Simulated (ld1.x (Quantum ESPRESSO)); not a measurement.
What one change does to a pseudopotential (B, RRKJ)

B (Z = 5), norm-conserving RRKJ (Kleinman–Bylander form), made with ld1.x (Quantum ESPRESSO) 7.5 (PBE, scalar-relativistic). Core [He], reference 2s2 2p1. Waves: 2s (bound): rc 1.60 bohr; 2p (bound): rc 3.35 bohr; 3d channel at 0.1 Ry: rc 2.65 bohr. Local part: all-electron potential smoothed inside 1.40 bohr (lloc = -1). Core correction: Bessel-smoothed model core, default radius (core density twice the valence density). rho0 = 0.02.

Change: core correction Bessel-smoothed model core inside 1.86 bohr.

Cutoffs: the cutoffs (Ry, on a coarse ladder) from which the occupation-weighted sum of valence levels, in a spherical-Bessel basis at the reference potential, stays within 10 and 1 mRy of its value at 400 Ry; they do not see the model core or the augmentation charge, which bear on the density cutoff. Errors are all-electron minus pseudo energies relative to the spin-unpolarised reference configuration.

Problem. How do hardness, ghosts and transferability respond?

Solution. The potential gets neither clearly harder nor softer (21 Ry and 40 Ry → 21 Ry and 40 Ry); of the 7 tests that both files solve, the error grows in 0 and shrinks in 2 by more than 15 % and 0.3 meV (median size 88.4 → 83.9 meV); neither file shows a bound ghost. The default core radius of the base comes out at 0.69 bohr. A wider model core is smoother and lowers the density cutoff, which this test does not measure.

```tsv
quantity	base	changed
cutoff, loose	21 Ry	21 Ry
cutoff, tight	40 Ry	40 Ry
bound ghosts	none	none
error for 2s2 2p0, meV [ΔE 8.22 eV]	+171	+171
error for 2s1 2p0, meV [ΔE 33.64 eV]	+499	+502
error for 2s2 2p0.5, meV [ΔE 2.89 eV]	+25	+25
error for 2s1 2p2, meV [ΔE 5.85 eV]	-36	-30
error for 2s2 2p1.3, meV [ΔE -0.74 eV]	+2.5	+2.5
error for 2s1 2p1, meV [ΔE 14.36 eV]	-88	-84
error for 2s0 2p3, meV [ΔE 11.72 eV]	-143	-120
s: phases at 3.66 bohr within 0.05 rad from the reference energy up to (Ry; the scan ends near 5)	3.5	3.5
p: phases at 3.66 bohr within 0.05 rad from the reference energy up to (Ry; the scan ends near 5)	0.5	0.5
d: phases at 3.66 bohr within 0.05 rad from the reference energy up to (Ry; the scan ends near 5)	2.7	2.7
```
